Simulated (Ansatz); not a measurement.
A nudged elastic band was laid between two geometries of AlClF$_{3}$H$_{5}$NOTa (13 atoms, charge 0, multiplicity 1).

Method: Ansatz 0.2.0, RHF/def2-SVP.

```yaml
movable_images: 5
climbing_image: yes
spring: 5.0 eV/Å²
optimiser: quadratic models (default)
start_path: straight line
force_threshold: 0.05 eV/Å
iteration_limit: 60
end_points: relaxed
```

First end point:

```xyz
13
Properties=species:S:1:pos:R:3
Ta 0.500 -0.241 -0.067
N 2.181 0.729 -0.125
H 2.725 0.956 0.690
H 2.560 1.146 -0.958
F 0.770 -0.507 1.778
F 0.399 -0.089 -1.942
F -0.810 1.058 0.208
Cl -1.531 -1.993 -0.053
O 1.269 -2.175 -0.362
Al 0.072 -3.622 -0.380
H -0.026 -4.228 -1.828
H 0.254 -4.496 0.914
H 2.200 -2.304 -0.491
```

Last end point:

```xyz
13
Properties=species:S:1:pos:R:3
Ta -0.135 -0.526 0.063
N 2.035 0.074 -0.586
H 2.684 -0.022 0.181
H 2.022 1.046 -0.856
F 0.675 -0.369 1.772
F -0.371 -0.447 -1.818
F -0.238 1.381 0.053
Cl -2.339 -0.929 0.714
O 0.479 -2.304 -0.077
Al 0.968 -3.941 -0.195
H 2.446 -4.191 -0.678
H -0.048 -5.076 0.176
H 2.384 -0.463 -1.365
```

Task: What changes between the two ends?

Result: Bonds broken: Cl8–Al10, O9–H13. Bonds formed: N2–H13.

Task: Give the energies along the band, and the barrier.

Result: The run converged. The highest image is number 2 of 0 to 6, 34.1 kcal/mol above the first end and 42.5 kcal/mol above the last; the last end lies 8.4 kcal/mol below the first. Neighbouring images differ by up to 1.6 eV, so the band resolves the path poorly. The order of the stationary point at the top wasn't checked. The orbitals stay closed-shell, which can raise the energy where a bond breaks towards radicals; this wasn't checked here.

| image | path coordinate (Å) | energy (kcal/mol) | Cl8–Al10 (Å) | O9–H13 (Å) | N2–H13 (Å) |
| --- | --- | --- | --- | --- | --- |
| 0 | 0.00 | 0.0 | 2.31 | 0.95 | 3.05 |
| 1 | 0.92 | 4.7 | 2.39 | 0.95 | 2.43 |
| 2 | 1.85 | 34.1 | 2.72 | 1.18 | 1.34 |
| 3 | 3.16 | -3.3 | 3.54 | 2.34 | 1.01 |
| 4 | 4.47 | -6.9 | 4.31 | 2.80 | 1.01 |
| 5 | 5.78 | -7.9 | 4.46 | 2.81 | 1.01 |
| 6 | 7.08 | -8.4 | 4.56 | 2.95 | 1.01 |

Task: What is the geometry of the highest image?

Result: 
```xyz
13
Properties=species:S:1:pos:R:3:forces:R:3
Ta 0.151 -0.306 -0.055 0.03 -0.01 0.00
N 2.233 0.101 -0.230 0.00 0.02 -0.01
H 2.729 0.432 0.581 0.00 -0.01 0.00
H 2.565 0.576 -1.054 0.00 0.00 0.00
F 0.511 -0.279 1.792 0.01 0.01 -0.01
F 0.125 0.048 -1.902 0.01 0.01 0.00
F -0.886 1.235 0.187 -0.02 -0.01 0.01
Cl -1.603 -1.995 -0.008 -0.01 0.00 0.00
O 1.239 -2.018 -0.327 -0.02 0.03 0.02
Al 0.528 -3.634 -0.387 -0.01 -0.03 0.00
H 0.270 -4.231 -1.813 0.00 0.00 0.00
H 0.591 -4.470 0.939 0.00 0.00 0.00
H 2.111 -1.225 -0.339 0.01 -0.02 0.00
```

Run time: 7.5 min on 4 threads of Arm Neoverse V1, with other jobs on the host, peak memory 0.54 GiB.
